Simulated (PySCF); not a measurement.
HS2, charge -1, multiplicity 1. Atoms are numbered in the order given.

```xyz
3

S      0.0127     1.0931     0.0000
S     -0.0888    -1.0083     0.0000
H      1.2187    -1.3575     0.0000
```
Charge -1, spin multiplicity 1.

Geometry optimised at B3LYP-D3(BJ)/def2-TZVPD. The multiplicity is an assumed one; other spin states were not compared. The isomer is the one that the SMILES or the coordinates give; other isomers of the formula were not compared.

Computed with PySCF with ωB97X/def2-TZVPD.

Symmetry labels are those of the subgroup Cs that the program uses (full group Cs).

Computed valence orbital energies around the gap with their symmetry:
| orbital | symmetry | energy (eV) |
|---|---|---|
| HOMO−7 | A" | -155.85 |
| HOMO−6 | A' | -18.60 |
| HOMO−5 | A' | -14.11 |
| HOMO−4 | A' | -8.62 |
| HOMO−3 | A' | -6.10 |
| HOMO−2 | A" | -5.49 |
| HOMO−1 | A' | -2.99 |
| HOMO | A" | -2.16 |
| LUMO | A' | 4.71 |
| LUMO+1 | A' | 5.67 |
| LUMO+2 | A' | 5.88 |
| LUMO+3 | A" | 6.11 |
